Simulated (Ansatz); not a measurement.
`CO[SiH]([SiH3])Cl` + `CNC` → `CN(C)[SiH]([SiH3])Cl` + CH₃OH at 700 K and 1 bar (ligand exchange at the Si–O bond).

Gas-phase electronic energies from Ansatz, PBE0-D4/def2-TZVP geometries. CBS: MP2 limit from def2 TZ/QZ plus the TZ coupled-cluster correction, frozen cores. This one scheme is used for every species. One conformer a species, not always the lowest.

| species | CCSD(T)/CBS energy (Eh) | H − E (kJ/mol) | S (J/(mol·K)) |
| --- | --- | --- | --- |
| `CO[SiH]([SiH3])Cl` | -1155.45034 | 297.7 | 530.2 |
| `CNC` | -135.00321 | 296.9 | 352.4 |
| `CN(C)[SiH]([SiH3])Cl` | -1174.82266 | 424.1 | 591.9 |
| CH₃OH | -115.61712 | 170.8 | 288.5 |

H − E and S are ideal-gas, rigid-rotor, harmonic terms from PBE0-D4/def2-TZVP, for one conformer and one mirror image of each species. 1 Eh = 2625.50 kJ/mol, R = 8.31446 J/(mol·K).

By hand: ΔE, ΔH, ΔS and ΔG.

ΔE = (-1174.82266) + (-115.61712) − (-1155.45034) − (-135.00321) = 0.01377 Eh = 36.2 kJ/mol. Δ(H − E) = 424.1 + 170.8 − 297.7 − 296.9 = 0.3, so ΔH = 36.5 kJ/mol. ΔS = 591.9 + 288.5 − 530.2 − 352.4 = -2.2 J/(mol·K). ΔG = 36.5 − 700 × (-2.2)/1000 = 38.0 kJ/mol.

By hand: the equilibrium constant, and the temperature at which ΔG would vanish if ΔH and ΔS stayed fixed.

log₁₀ K = −ΔG/(RT ln 10) = -2.8. ΔH and −TΔS have one sign here, so there is no such temperature. One of them is within its doubt of zero, so this could turn.

The number of gas molecules stays the same, so ΔS is small and ΔH decides. A doubt of 5 kJ/mol in ΔE shifts log₁₀ K by 0.4 here. Other conformers and mirror images would add mixing entropy, several J/(mol·K) or more a flexible species. Modes under 60 cm⁻¹, often nearly free rotors, make the harmonic entropy too high. These are equilibria of isolated gas molecules and say nothing of rates. Largest T1 diagnostic: 0.012 (customary marks: 0.02 for closed shells, 0.045 for open ones).
